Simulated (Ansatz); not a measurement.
Total energies of C3H7AlO.

```xyz
12

C    -0.386   -1.377   -1.016
C    -0.262   -0.414    0.109
O     0.641   -0.686    1.029
C    -0.901    0.801    0.169
Al    1.228    1.033    0.961
H    -1.137   -1.070   -1.743
H    -0.662   -2.350   -0.599
H     0.582   -1.502   -1.507
H    -1.056    1.270    1.141
H    -1.515    1.158   -0.645
H     2.275    1.266   -0.201
H     1.193    1.871    2.303
```

Charge 0, multiplicity 1. The bonds changed during the relaxation, so this is another structure than the one it started from. All single points use the PBE0-D4/def2-TZVP geometry. It is one conformer, not always the lowest. Basis def2-TZVPP, Ansatz 0.2.0.

RPA on PBE orbitals: Hartree–Fock energy of these orbitals -434.49962 Eh, correlation -1.36363 Eh (frozen core).

```csv
functional,energy without D4 (Eh),D4 term (kJ/mol)
LDA (SPW92),-433.57442,–
PBE,-435.89910,-23.1
revPBE,-436.16700,-73.2
BLYP,-436.20857,-51.1
r2SCAN,-436.14758,-5.7
B97M-V,-436.21370,–
PBE0,-435.93977,-19.4
B3LYP,-436.31288,-37.1
r2SCANh,-436.13575,-6.0
r2SCAN0,-436.11917,-6.6
HSE06 (plane-wave form),-435.92298,-18.0
BHLYP,-436.17054,-27.5
CAM-B3LYP,-436.19502,-19.6
LC-ωPBE,-436.07704,–
ωB97X-V,-436.18398,–
ωB97M-V,-436.18014,–
B2PLYP,-436.00510,–
PBE-QIDH,-435.82415,–
```

B3LYP takes the VWN-RPA correlation (the form of Gaussian; ORCA's B3LYP/G). HSE06 is the plane-wave form, built on full-range PBE exchange. The double hybrids freeze the cores in their second-order part.

LC-ωPBE has ω = 0.4 bohr⁻¹.
